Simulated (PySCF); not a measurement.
Start geometry of `CC(C)=C=C(C)C=O` from GFN2-xTB (Å):
```
atom  x, y, z in Å
C1    -1.415    1.542   -1.117
C2    -1.108    0.352   -0.251
C3    -2.299   -0.415    0.256
C4     0.108    0.004    0.039
C5     1.337   -0.346    0.337
C6     2.154   -1.296   -0.492
C7     1.983    0.202    1.535
O8     3.106   -0.054    1.890
H9    -2.033    2.251   -0.566
H10   -1.971    1.223   -1.998
H11   -0.504    2.040   -1.435
H12   -2.940    0.243    0.842
H13   -2.880   -0.791   -0.585
H14   -1.991   -1.252    0.875
H15    3.060   -0.796   -0.830
H16    1.591   -1.649   -1.352
H17    2.455   -2.145    0.120
H18    1.339    0.895    2.113
```

Task: What comes out of this run: PBE0-D3(BJ)/def2-SVP geometry optimisation, gas phase (PySCF)?

Result: 
```
atom  x, y, z in Å
C1    -1.6880    1.3158   -1.2306
C2    -1.3967    0.1119   -0.3757
C3    -2.5771   -0.6568    0.1545
C4    -0.1660   -0.2567   -0.1108
C5     1.0741   -0.6082    0.1836
C6     1.9204   -1.5529   -0.6188
C7     1.6827   -0.0256    1.4022
O8     2.8052   -0.2730    1.7681
H9    -2.3033    2.0406   -0.6725
H10   -2.2656    1.0198   -2.1221
H11   -0.7699    1.8184   -1.5613
H12   -3.2221    0.0026    0.7583
H13   -3.1915   -1.0352   -0.6793
H14   -2.2694   -1.5083    0.7752
H15    2.8427   -1.0493   -0.9468
H16    1.3820   -1.9294   -1.4976
H17    2.2344   -2.4033    0.0059
H18    1.0171    0.6720    1.9702
```

The energy falls by 0.052 eV over 5 energy and gradient evaluations, the largest force component goes from 0.0176 to 3.2e-04 Eh/bohr, and the atoms move by 0.042 Å rms after alignment. Among the bonds, C2=C4 and C5–C7 change most and about equally (+0.014 to +0.015 Å). Bonds longer at the end by more than 0.005 Å: 13 of 17; shorter: 0. Among the angles that change most is C4–C5–C7, from 119.9° to 117.6°. Rotational constants go from 3900, 974.1, 944.5 to 3799, 974.7, 942.9 MHz. The orientation of the end geometry is arbitrary; only internal coordinates are fixed.

The run used 162 basis functions and 39 SCF cycles in all. Time: 58 s wall; peak memory 0.85 GiB. Hardware: Arm Neoverse V1, one thread, shared host.

No PBE0-D3(BJ)/def2-SVP frequencies stand behind this structure, so it isn't proved a minimum. The numbers are those of one conformer.
